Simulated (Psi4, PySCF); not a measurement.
C4H10S, charge -1, doublet, at the geometry of the source list (a state made from the parent by changing its charge; the spin is typed, not shown lowest) (in this run its highest filled SCF level lies above zero, so its values depend strongly on the basis, on diffuse functions most of all), atoms displaced at random by about 0.08 Å a coordinate. Base run: PBE/STO-3G, gradient in PySCF.

Input for PySCF:
```python
from pyscf import gto, scf, dft

mol = gto.Mole()
mol.atom = '''
    C     0.115382    1.271284   -0.690209
    C    -0.028106    0.128200    0.275755
    C     0.363810   -1.201326   -0.498406
    C    -1.276927   -0.157258    0.951731
    S     1.443948    0.256469    1.481569
    H    -0.705899    1.253143   -1.381258
    H    -0.301191    2.100361   -0.145168
    H     0.968045    1.460590   -1.155480
    H     0.534636   -2.006320    0.135221
    H    -0.156331   -1.292291   -1.405519
    H     1.520666   -1.100266   -1.103215
    H    -1.193100   -0.976023    1.427571
    H    -1.593423    0.718818    1.413912
    H    -2.082254   -0.382099    0.195660
    H     2.268826    0.503705    0.699978
'''
mol.basis = 'sto-3g'
mol.charge = -1
mol.spin = 1
mol.verbose = 4
mol.build()

mf = dft.UKS(mol)
mf.xc = 'pbe'
mf.kernel()
g = mf.nuc_grad_method()
grad = g.kernel()
```

Programs used: Psi4, PySCF; a row that names a program was run with it.

The coordinate followed is z of atom 15.

Each row names what was changed in the base input (with any setting that the change needs).

```csv
change,dE/dx (Eh/bohr),net force (Eh/bohr)
base,0.141794,0.000035
conv_tol = 1e-6,0.141799,0.000035
density fitting = on; auxbasis_response = off,0.141871,0.000939
finite difference step (bohr) = 0.01; conv_tol = 1e-11,0.141804,-
grids.level = 0; grid_response = off,0.142082,0.007158
finite difference step (bohr) = 1e-5; conv_tol = 1e-11,0.141803,-
code = psi4,0.141807,0.000014
finite difference step (bohr) = 0.2; conv_tol = 1e-11,0.142901,-
finite difference step (bohr) = 0.05; conv_tol = 1e-11,0.141871,-
conv_tol = 1e-4,0.141666,0.000035
finite difference step (bohr) = 1e-4; conv_tol = 1e-11,0.141801,-
density fitting = on,0.141806,0.000035
```

The net force is zero for an exact gradient.

Open shells are given as the SCF converged; they aren't shown to be the lowest states, and a large step between rows can be another state.
